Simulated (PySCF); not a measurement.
Molfile (atoms numbered from 1):
```
C4H5N3Si
     RDKit          3D

 13 13  0  0  0  0  0  0  0  0999 V2000
   -3.5956    0.5022    0.3008 C   0  0  0  0  0  0  0  0  0  0  0  0
   -2.4342    0.2296    0.1696 C   0  0  0  0  0  0  0  0  0  0  0  0
   -1.0867   -0.1290   -0.0009 C   0  0  0  0  0  0  0  0  0  0  0  0
   -0.5616   -1.3581   -0.4718 C   0  0  0  0  0  0  0  0  0  0  0  0
    0.7485   -1.2631   -0.4739 N   0  0  0  0  0  0  0  0  0  0  0  0
    1.0187   -0.0446   -0.0268 N   0  0  0  0  0  0  0  0  0  0  0  0
    2.6470    0.6149    0.1226 Si  0  0  0  0  0  4  0  0  0  0  0  0
   -0.0561    0.6632    0.2651 N   0  0  0  0  0  0  0  0  0  0  0  0
   -4.6067    0.7540    0.4195 H   0  0  0  0  0  0  0  0  0  0  0  0
   -1.0765   -2.2428   -0.7836 H   0  0  0  0  0  0  0  0  0  0  0  0
    2.8405    1.5422   -0.9913 H   0  0  0  0  0  0  0  0  0  0  0  0
    2.6604    1.2969    1.4124 H   0  0  0  0  0  0  0  0  0  0  0  0
    3.4980   -0.5648    0.0408 H   0  0  0  0  0  0  0  0  0  0  0  0
  1  2  3  0
  2  3  1  0
  3  4  1  0
  4  5  2  0
  5  6  1  0
  6  7  1  0
  6  8  1  0
  8  3  2  0
  1  9  1  0
  4 10  1  0
  7 11  1  0
  7 12  1  0
  7 13  1  0
M  END
```

PySCF 2.14 calculation with NMR shieldings at PBE0/pcSseg-1/GIAO and geometry: GFN2-xTB; averaged over atoms made equivalent by symmetry, fast rotation or ring inversion, no solvent model, no relativistic terms, one conformer.

Shifts are taken against calculated references (same method and geometry level): ¹³C, ¹H, ²⁹Si vs TMS; ¹⁵N vs NH3.

```json
{"atoms": "C4", "nucleus": "¹³C", "count": "1", "δ (ppm)": "147.2"}
{"atoms": "N6", "nucleus": "¹⁵N", "count": "1", "δ (ppm)": "271.2"}
{"atoms": "C1", "nucleus": "¹³C", "count": "1", "δ (ppm)": "92.8"}
{"atoms": "N5", "nucleus": "¹⁵N", "count": "1", "δ (ppm)": "?"}
{"atoms": "H11/H12/H13", "nucleus": "¹H", "count": "3", "δ (ppm)": "?"}
{"atoms": "Si7", "nucleus": "²⁹Si", "count": "1", "δ (ppm)": "-44.1"}
{"atoms": "C3", "nucleus": "¹³C", "count": "1", "δ (ppm)": "139.1"}
{"atoms": "N8", "nucleus": "¹⁵N", "count": "1", "δ (ppm)": "?"}
{"atoms": "C2", "nucleus": "¹³C", "count": "1", "δ (ppm)": "78.8"}
{"atoms": "H10", "nucleus": "¹H", "count": "1", "δ (ppm)": "7.98"}
{"atoms": "H9", "nucleus": "¹H", "count": "1", "δ (ppm)": "3.00"}
```

Q: Estimate the values marked ?.

A: 
- H11/H12/H13: 5.31 ppm, hydrogen on a silicon bonded to N
- N8: 391.6 ppm, pyridine-type nitrogen of an azole
- N5: 384.6 ppm, pyridine-type nitrogen of an azole

Shifts are as computed. Against solution values, carbons near 30 ppm lie about +3 ppm off and those near 130 ppm about +5 ppm. Of 1211 compounds with measured shifts, 218 miss one by over three times the rms of a fit or turn the order of signals round; such compounds aren't used in these exercises. Experimental scales use liquid or dissolved standards, which lie at an offset from isolated NH3 (liquid NH3: subtract about 20 ppm). Unscaled 15N shifts of sp2 nitrogen come out 20 to 40 ppm too high even then.
